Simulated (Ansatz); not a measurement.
# The standard entropy of MoH2O4 (molybdic acid) from a frequency calculation

A singlet with charge 0, relaxed at HF/3-21G (Ansatz 0.2.0):

```xyz
7

O    -0.0549   -1.9295   -0.1538
Mo    0.0985   -0.2977    0.2242
O     0.7634   -0.2120    1.7669
O    -1.5692    0.4980    0.1650
O     1.2168    0.5669   -0.9672
H    -2.2421    0.9332    0.6940
H     1.7875    0.4411   -1.7291
```

Harmonic wavenumbers in cm⁻¹: 210, 219, 237, 256, 264, 308, 393, 465, 466, 846, 873, 1120, 1150, 3985, 3991.

Masses in u: O 15.999, Mo 95.95, H 1.008. Take T = 298.15 K, p = 1 bar, R = 8.3145 J/(mol K), kT/hc = 207.22 cm⁻¹, rigid rotor and harmonic oscillator.

Work out S° at 298 K.


1. Translation (Sackur–Tetrode): S = R[3/2 ln M + 5/2 ln T − 1.1517] with M = 161.962 gives 172.3 J/(mol K).
2. Rotation: principal moments 131.025, 142.112, 155.431 u Å² give A, B, C = 0.1287, 0.1186, 0.1085 cm⁻¹; the symmetry number is σ = 2; q = (√π/σ)√((kT/hc)³/ABC) = 64960; S = R(ln q + 3/2) = 104.6.
3. Vibration: with u = ν̃/207.22, each mode gives R[u/(eᵘ − 1) − ln(1 − e⁻ᵘ)]; the sum is 56.3, most from 210 cm⁻¹ (8.6), 219 cm⁻¹ (8.2), 237 cm⁻¹ (7.6).
4. Spin and the two mirror images of this shape: R ln 2 = 5.8.
5. Sum: 172.3 + 104.6 + 56.3 + 5.8 = 339.0 J/(mol K).

No measured value is set beside it here. Where a soft mode is a torsion, a harmonic oscillator describes it poorly.
